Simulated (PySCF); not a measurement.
Compound: C9H9Cl.
Atom-mapped SMILES: `[CH2:1]=[CH:2][C:3]1=[CH:4][CH:5]=[C:6]([Cl:7])[CH:8]=[CH:9][CH2:10]1`

Cartesian coordinates in Å at the GFN2-xTB level; atoms count from 1:
```
atom  x, y, z in Å
C1    -2.6803   -0.0087   -1.3711
C2    -2.1428   -0.1377   -0.1606
C3    -0.7462   -0.3551    0.1477
C4    -0.3050   -0.2736    1.4274
C5     1.0598   -0.2704    1.8398
C6     2.0791    0.2550    1.1170
Cl7    3.6501    0.3546    1.8604
C8     1.9561    0.9093   -0.1529
C9     1.0647    0.5447   -1.0833
C10    0.2511   -0.6943   -0.9252
H11   -2.1009   -0.0559   -2.2772
H12   -3.7344    0.1682   -1.4968
H13   -2.7861   -0.0488    0.7065
H14   -1.0311   -0.1864    2.2253
H15    1.2640   -0.5862    2.8540
H16    2.6177    1.7460   -0.3270
H17    0.9189    1.1488   -1.9668
H18    0.8869   -1.5106   -0.5719
H19   -0.2315   -0.9895   -1.8526
```

NICS is the negative of the GIAO shielding at a point without a nucleus: at the ring centre (0) and 1 Å above and below it (1); zz is the component along the ring normal. Level: GIAO PBE0/pcSseg-1 (PySCF, non-relativistic, gas phase) on the GFN2-xTB geometry, one conformer.

Ring bond lengths (Å), with Mayer bond orders in brackets: C3–C4 1.356 (1.62), C4–C5 1.426 (1.23), C5–C6 1.356 (1.59), C6–C8 1.434 (1.12), C8–C9 1.339 (1.77), C9–C10 1.491 (1.03), C10–C3 1.504 (1.02).

Q: What do the NICS probes read (ppm)?

A: 
```csv
ring,type,NICS(0),"NICS(1), two faces","NICS(1)zz, two faces",rms pucker (Å),"centre to ring atoms, mean (Å)"
C3–C4–C5–C6–C8–C9–C10,"7-membered carbocycle; formal bonds 3 double, 4 single",-5.8,-6.2 / -8.8,-8.5 / -14.6,0.32,1.55
```

Q: What do they say, and how far can they be read as aromaticity?

A: 
- C3–C4–C5–C6–C8–C9–C10: mean NICS(1)zz -11.5 ppm, shielded. C10 has four or more neighbours, so the value isn't read as a sign of a π ring current. The two faces differ by 6.1 ppm, so no symmetry operation interchanges them.

Q: List the ring angles and the Hirshfeld charges of the ring atoms.

A: 
- C3–C4–C5–C6–C8–C9–C10: C3 118.1° (+0.017 e), C4 125.8° (-0.053 e), C5 124.5° (-0.060 e), C6 125.8° (+0.021 e), C8 123.2° (-0.070 e), C9 121.1° (-0.022 e), C10 104.5° (-0.073 e); sum 843.0° against 900° for a flat convex ring.

Q: How shielded are the nuclei of the rings and their hydrogens (means over atoms taken as equivalent)?

A: 
```json
{"atoms": "C3", "environment": "fully substituted alkene carbon", "σ isotropic (ppm)": "53.4", "principal values of the symmetric part, first atom (ppm)": "-39.0, 37.2, 161.9"}
{"atoms": "C4", "environment": "alkene CH carbon", "σ isotropic (ppm)": "55.7", "principal values of the symmetric part, first atom (ppm)": "-39.5, 59.2, 147.5"}
{"atoms": "C5", "environment": "alkene CH carbon", "σ isotropic (ppm)": "50.6", "principal values of the symmetric part, first atom (ppm)": "-49.7, 55.1, 146.4"}
{"atoms": "C6", "environment": "vinylic C–Cl carbon", "σ isotropic (ppm)": "38.5", "principal values of the symmetric part, first atom (ppm)": "-64.2, 61.8, 117.9"}
{"atoms": "C8", "environment": "alkene CH carbon", "σ isotropic (ppm)": "52.3", "principal values of the symmetric part, first atom (ppm)": "-49.9, 66.7, 140.0"}
{"atoms": "C9", "environment": "alkene CH carbon", "σ isotropic (ppm)": "56.6", "principal values of the symmetric part, first atom (ppm)": "-25.8, 29.7, 165.8"}
{"atoms": "C10", "environment": "allylic carbon", "σ isotropic (ppm)": "155.2", "principal values of the symmetric part, first atom (ppm)": "132.9, 163.1, 169.5"}
{"atoms": "H14", "environment": "vinylic hydrogen", "σ isotropic (ppm)": "25.28", "principal values of the symmetric part, first atom (ppm)": "21.9, 25.5, 28.3"}
{"atoms": "H15", "environment": "vinylic hydrogen", "σ isotropic (ppm)": "24.58", "principal values of the symmetric part, first atom (ppm)": "20.4, 24.3, 29.0"}
{"atoms": "H16", "environment": "vinylic hydrogen", "σ isotropic (ppm)": "25.21", "principal values of the symmetric part, first atom (ppm)": "21.5, 25.0, 29.1"}
{"atoms": "H17", "environment": "vinylic hydrogen", "σ isotropic (ppm)": "26.24", "principal values of the symmetric part, first atom (ppm)": "21.2, 27.9, 29.6"}
{"atoms": "H18 (×2)", "environment": "methylene hydrogen", "σ isotropic (ppm)": "29.20", "principal values of the symmetric part, first atom (ppm)": "25.4, 27.6, 38.0"}
```

The run took 90 s of wall time on one thread, x86-64 server, no GPU (shared host). This is the whole shielding run at PBE0/pcSseg-1, SCF included.
